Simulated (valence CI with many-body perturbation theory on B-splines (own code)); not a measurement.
Level structure of Pr⁴⁶⁺

Calculated by relativistic CI+MBPT: three valence electrons over a frozen Dirac-Fock core [Ne], a basis of 11 s, 11 p, 10 d, 8 f, 5 g, 2 h functions for each j, with the one-electron correlation potential Σ1 (screened to all orders), the two-electron term Σ2, the three-electron term Σ3, Breit, model QED; selected single and double excitations, second order for the rest, scaled by the run's own slope (own B-spline code, finite nucleus).

No measured spectrum was set against this ion. As an estimate, large intervals hold to a few tenths of a per cent, small ones and those within an open d or f shell to about a per cent.

Levels 91 to 135 of 158, with energies above the lowest level, (3s^2 3p1/2) J=1/2. "Leading %" is the weight of the configuration and term that name the level; weights of strongly mixed levels are sums over their largest components and can fall short. In the jj column 3d3/2^4 stands for four electrons in 3d with j = 3/2.

```
No.  Configuration  Term     J  E (Ry)  Leading %      g  Second component                 Leading jj
 91         3p.3d2   4P°   1/2  61.445         48  1.761   28 % 3p.3d2 4D°  3p1/2 3d3/2 3d5/2 (100 %)
 92         3p.3d2   2H°   9/2  61.556         42  1.048   33 % 3p.3d2 2G°   3p1/2 3d3/2 3d5/2 (95 %)
 93         3p.3d2   4D°   5/2  62.667         29  1.142   24 % 3p.3d2 4F°   3p1/2 3d3/2 3d5/2 (96 %)
 94         3p.3d2   2F°   7/2  62.877         34  1.186   33 % 3p.3d2 4D°   3p1/2 3d3/2 3d5/2 (82 %)
 95         3p.3d2   4D°   3/2  63.223         30  1.356   19 % 3p.3d2 2P°   3p1/2 3d3/2 3d5/2 (94 %)
 96         3p.3d2   2F°   7/2  63.958         38  1.135   26 % 3p.3d2 2G°       3p1/2 3d5/2^2 (84 %)
 97         3p.3d2   4G°   9/2  64.007         32  1.094   32 % 3p.3d2 2H°       3p1/2 3d5/2^2 (91 %)
 98         3p.3d2   2P°   3/2  64.434         28  1.364   28 % 3p.3d2 4P°       3p1/2 3d5/2^2 (97 %)
 99         3p.3d2   2F°   5/2  64.459         39  1.102   25 % 3p.3d2 4D°       3p1/2 3d5/2^2 (94 %)
100         3p.3d2   2P°   1/2  66.108         76  0.657   16 % 3p.3d2 4D°       3p1/2 3d5/2^2 (91 %)
101         3p.3d2   4F°   3/2  68.653         32  0.858   21 % 3p.3d2 4D°       3p3/2 3d3/2^2 (96 %)
102         3p.3d2   4F°   5/2  69.013         41  1.002   19 % 3p.3d2 2F°       3p3/2 3d3/2^2 (85 %)
103         3p.3d2   4D°   1/2  69.131         77  0.224   18 % 3p.3d2 2P°       3p3/2 3d3/2^2 (96 %)
104         3p.3d2   2G°   7/2  69.186         27  1.092   20 % 3p.3d2 2F°       3p3/2 3d3/2^2 (83 %)
105         3p.3d2   4G°   9/2  69.857         48  1.186   28 % 3p.3d2 4F°   3p3/2 3d3/2 3d5/2 (97 %)
106         3p.3d2   2F°   7/2  70.102         39  1.180   28 % 3p.3d2 4F°   3p3/2 3d3/2 3d5/2 (96 %)
107         3p.3d2   4D°   3/2  70.224         37  1.351   17 % 3p.3d2 4S°       3p3/2 3d3/2^2 (63 %)
108         3p.3d2   4G°  11/2  70.300         76  1.221   24 % 3p.3d2 2H°   3p3/2 3d3/2 3d5/2 (69 %)
109         3p.3d2   4D°   5/2  70.702         43  1.399   38 % 3p.3d2 4P°   3p3/2 3d3/2 3d5/2 (95 %)
110         3p.3d2   2S°   1/2  70.793         48  1.843   32 % 3p.3d2 4P°   3p3/2 3d3/2 3d5/2 (96 %)
111         3p.3d2   2F°   5/2  71.002         51  1.045   36 % 3p.3d2 4D°   3p3/2 3d3/2 3d5/2 (95 %)
112         3p.3d2   4D°   3/2  71.042         32  1.393   20 % 3p.3d2 4S°   3p3/2 3d3/2 3d5/2 (81 %)
113         3p.3d2   4D°   7/2  71.149         47  1.211   26 % 3p.3d2 2F°   3p3/2 3d3/2 3d5/2 (89 %)
114         3p.3d2   2G°   7/2  71.831         40  1.123   26 % 3p.3d2 4D°   3p3/2 3d3/2 3d5/2 (69 %)
115         3p.3d2   2D°   5/2  71.952         52  1.282   30 % 3p.3d2 4P°   3p3/2 3d3/2 3d5/2 (50 %)
116         3p.3d2   2G°   9/2  72.187         69  1.076   22 % 3p.3d2 2H°   3p3/2 3d3/2 3d5/2 (67 %)
117         3p.3d2   2P°   3/2  72.220         40  1.036   39 % 3p.3d2 2D°   3p3/2 3d3/2 3d5/2 (87 %)
118         3p.3d2   2H°  11/2  72.259         76  1.128   24 % 3p.3d2 4G°       3p3/2 3d5/2^2 (69 %)
119         3p.3d2   2D°   5/2  72.683         67  1.179   12 % 3p.3d2 2F°   3p3/2 3d3/2 3d5/2 (52 %)
120         3p.3d2   2F°   7/2  72.848         55  1.183   29 % 3p.3d2 4D°       3p3/2 3d5/2^2 (78 %)
121         3p.3d2   2D°   3/2  73.044         57  1.095   14 % 3p.3d2 4S°   3p3/2 3d3/2 3d5/2 (81 %)
122         3p.3d2   2G°   9/2  73.051         58  1.194   40 % 3p.3d2 4F°       3p3/2 3d5/2^2 (67 %)
123         3p.3d2   2P°   1/2  73.085         78  0.777   10 % 3p.3d2 4D°       3p3/2 3d5/2^2 (49 %)
124         3p.3d2   2F°   5/2  73.341         80  0.937   10 % 3p.3d2 2D°   3p3/2 3d3/2 3d5/2 (82 %)
125         3p.3d2   2P°   1/2  74.284         86  0.700    7 % 3p.3d2 2S°   3p3/2 3d3/2 3d5/2 (49 %)
126         3p.3d2   2F°   7/2  74.742         56  1.100   30 % 3p.3d2 2G°       3p3/2 3d5/2^2 (88 %)
127         3p.3d2   2P°   3/2  74.788         76  1.294    8 % 3p.3d2 2D°       3p3/2 3d5/2^2 (96 %)
128         3p.3d2   2D°   5/2  74.885         67  1.164   14 % 3p.3d2 2F°       3p3/2 3d5/2^2 (93 %)
129         3p.3d2   2P°   3/2  75.903         58  1.229   22 % 3p.3d2 2D°       3p3/2 3d5/2^2 (85 %)
130            3d3    4F   3/2  81.123         60  0.619       30 % 3d3 2D             3d3/2^3 (92 %)
131            3d3    4F   5/2  82.638         88  1.042       11 % 3d3 2D       3d3/2^2 3d5/2 (96 %)
132            3d3    4P   3/2  83.168         42  1.251       30 % 3d3 2P       3d3/2^2 3d5/2 (94 %)
133            3d3    4F   7/2  83.170         48  1.076       41 % 3d3 2G       3d3/2^2 3d5/2 (88 %)
134            3d3    2G   9/2  83.215         42  1.063       40 % 3d3 2H       3d3/2^2 3d5/2 (97 %)
135            3d3    4P   1/2  83.480         64  1.934       36 % 3d3 2P       3d3/2^2 3d5/2 (98 %)
```
